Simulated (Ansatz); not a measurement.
Total energies of Li8H8 (the lowest singlet isomer of a short search) from Ansatz at PBE0-D4/def2-TZVP, gas phase (1 Eh = 27.2114 eV = 2625.5 kJ/mol). The reference geometry is relaxed at r2SCAN-D4/def2-SVP.

```xyz
16

Li    0.831    1.908    1.642
Li    1.699    0.576   -0.852
Li    0.783   -1.228    1.352
Li    0.682   -2.403   -0.887
Li    0.144    2.563   -0.661
Li   -1.655   -2.068   -0.094
Li   -1.087   -0.160   -1.656
Li   -1.397    0.811    1.155
H    -0.176   -2.653    0.744
H    -2.053   -0.314   -0.060
H    -0.764    2.500    0.890
H     1.771    2.116    0.122
H     0.145    1.123   -1.740
H     0.161    0.289    2.050
H     1.745   -1.100   -0.248
H    -0.829   -1.962   -1.757
```

```tsv
state	geometry	energy (Eh)
charge 0 singlet	reference	-64.95357
charge 1 doublet	reference	-64.65717
free Li atom (doublet)	–	-7.46705
free H atom (doublet)	–	-0.50104
```

Question: Work out the vertical ionisation energy to the doublet.

Answer: E(charge 1 doublet) − E(charge 0 singlet) = -64.65717 − (-64.95357) = 0.29640 Eh = 8.07 eV. For comparison, −ε of the highest occupied level is 6.42 eV at this level, 1.65 eV less.

Question: What is the binding energy per atom against free atoms?

Answer: Atoms: 8 × (-7.46705) + 8 × (-0.50104) = -63.74472 Eh. Binding: -63.74472 − (-64.95357) = 1.20885 Eh = 32.89 eV, or 2.06 eV for each of 16 atoms (no zero-point energy, no counterpoise term).

The structure comes from a short search, and lower isomers may exist.
